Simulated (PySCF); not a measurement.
# Multinuclear NMR of C3H2N4

Bonds (- single, = double, # triple, : aromatic): N1#C2 1.145 Å, C2-C3 1.406 Å, C3:C4 1.386 Å, C4:N5 1.348 Å, N5:N6 1.333 Å, N6:N7 1.265 Å, N7:C3 1.361 Å. C4 carries H8; N5 carries H9.

How the numbers were obtained: geometry: GFN2-xTB, σ from GIAO-PBE0/pcSseg-1, J couplings at B3LYP/pcJ-1, in PySCF 2.14.0 with density-fitted response routines (in vacuum, non-relativistic, one computed conformer).

Question: Where does 15N resonate?

Answer: 
```json
{"atoms": "N6", "environment": "pyridine-type nitrogen of an azole", "σ (ppm)": "-134.9", "δ (ppm)": "-23.8"}
{"atoms": "N7", "environment": "pyridine-type nitrogen of an azole", "σ (ppm)": "-129.1", "δ (ppm)": "-29.1"}
{"atoms": "N1", "environment": "nitrile nitrogen", "σ (ppm)": "-61.4", "δ (ppm)": "-91.5"}
{"atoms": "N5", "environment": "pyrrole-type ring nitrogen", "σ (ppm)": "16.4", "δ (ppm)": "-163.2"}
```

Shieldings were converted by a linear fit to measured shifts: 15N: δ = -148.07 − 0.921σ (rms 6.3 ppm, 71 shifts vs CH3NO2, solution or neat liquid). Occasional misses reach two or three times the rms, and more in compound classes unlike the fitted ones.

Couplings (the largest are listed; each averaged over equivalent pairs): 1J(N1,C2) = -23.9 Hz, 1J(N5,N6) = -18.9 Hz, 1J(N6,N7) = -18.0 Hz, 1J(C4,N5) = -16.0 Hz, 1J(C3,N7) = 7.5 Hz, 2J(C3,N5) = -13.7 Hz, 2J(C2,N7) = -8.9 Hz, 2J(N5,H8) = -5.8 Hz, 2J(C3,N6) = 3.0 Hz, 2J(N1,C3) = 2.5 Hz, 2J(N5,N7) = -1.6 Hz, 3J(C2,N5) = -1.9 Hz. Signs are for 15N, whose magnetogyric ratio is negative.

On a 500 MHz spectrometer 15N resonates near 50.7 MHz, so 1 ppm is 50.7 Hz.
